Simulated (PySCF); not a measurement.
Te(NH2)2 (H4N2Te), SMILES N[Te]N. Atoms are numbered in the order given.

```xyz
7

Te     0.0000     0.0000    -0.3398
N     -1.6933     0.0000     0.8494
H     -1.7553     0.8362     1.4441
H     -1.7553    -0.8362     1.4441
N      1.6933     0.0000     0.8494
H      1.7553    -0.8362     1.4441
H      1.7553     0.8362     1.4441
```
Charge 0, spin multiplicity 1.

Coordinates come from a PBE-D3(BJ)/def2-SVP optimisation. The def2 effective core potentials stand for the cores of Te; spin–orbit coupling is left out. One conformer was computed; it need not be the lowest.

These are r2SCAN/def2-TZVPD (PySCF) values and carry that method's errors.

Symmetry labels are those of the subgroup C2v that the program uses (full group C2v).

Question: List the valence orbital energies around the gap with their symmetry. (Estimate from the structure and the level; the computed values follow.)

Answer: 
```
orbital  symmetry  energy (eV)
-------  --------  -----------
HOMO−7         A1       -15.51
HOMO−6         B2       -12.35
HOMO−5         A2       -12.13
HOMO−4         B1       -10.73
HOMO−3         A1        -8.33
HOMO−2         A1        -7.54
HOMO−1         B1        -6.36
HOMO           B2        -5.24
LUMO           A1        -1.47
LUMO+1         B1        -1.22
LUMO+2         A1         0.29
LUMO+3         A1         1.08
```
